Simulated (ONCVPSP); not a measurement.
**cerium, ONCV: configuration errors across variants**

* Element: cerium (Ce)
* Generator: ONCVPSP 4.0.1
* Type: optimised norm-conserving Vanderbilt (ONCV)
* Functional: PBE
* Relativity: scalar-relativistic
* Frozen core: [Kr] 4d10
* Valence charge: 12
* Reference configuration: 4f1 5s2 5p6 5d1 6s1.5 (charge +0.5)
* Partial waves: 5s+6s: rc 2.50 bohr, ncon 5, nbas 9, qcut 5.7 1/bohr, 2 projectors; 5p: rc 2.15 bohr, ncon 4, nbas 8, qcut 6.6 1/bohr, 1 projector; 5d: rc 3.30 bohr, ncon 4, nbas 8, qcut 5.2 1/bohr, 2 projectors, debl 2.9 Ha; 4f: rc 0.85 bohr, ncon 4, nbas 9, qcut 14.9 1/bohr, local
* Local potential: the f channel
* Core correction: Teter function, fcfact 5.25, rcfact 1.75

All-electron excitation energies from the reference (eV): (1) 4f1 5s2 5p6 5d1 6s2 -2.442; (2) 4f1 5s2 5p6 5d1 6s1 3.629; (3) 4f1 5s2 5p6 5d1 6s0 14.710.

A true bound ghost makes a file unfit for plane-wave use even where its test errors are small: the radial tests pick states by their node count and pass the ghost by.

Errors AE − PS in meV (a dash: test not solved or not reliable):

```tsv
change	(1)	(2)	(3)	bound ghosts	GHOST(+) flags above zero
base	-0.1	-1.8	-23	s, p, d	none
core correction Teter function, fcfact 1.4, rcfact 1.75	+0.3	-1.1	-9.4	s, p, d	none
core correction Teter function, fcfact 2.1, rcfact 1.75	+0.2	-1.2	-12	s, p, d	none
core correction Teter function, fcfact 2.7, rcfact 1.75	+0.2	-1.4	-14	s, p, d	none
core correction Teter function, fcfact 3.6, rcfact 1.75	+0.1	-1.5	-18	s, p, d	none
core correction Teter function, fcfact 4, rcfact 1.75	0.0	-1.6	-19	s, p, d	none
core correction Teter function, fcfact 4.9, rcfact 1.75	0.0	-1.8	-22	s, p, d	none
core correction Teter function, fcfact 5.6, rcfact 1.75	-0.1	-1.9	-24	s, p, d	none
core correction Teter function, fcfact 7, rcfact 1.75	-0.2	-2.1	-29	s, p, d	none
core correction Teter function, fcfact 7.8, rcfact 1.75	-0.2	-2.3	-31	s, p, d	none
```

Question: Give the same row for: core correction Teter function, fcfact 6.4, rcfact 1.75.

Answer: -0.1, -2.0, -27; bound ghosts: s, p, d; GHOST(+) flags above zero: none.
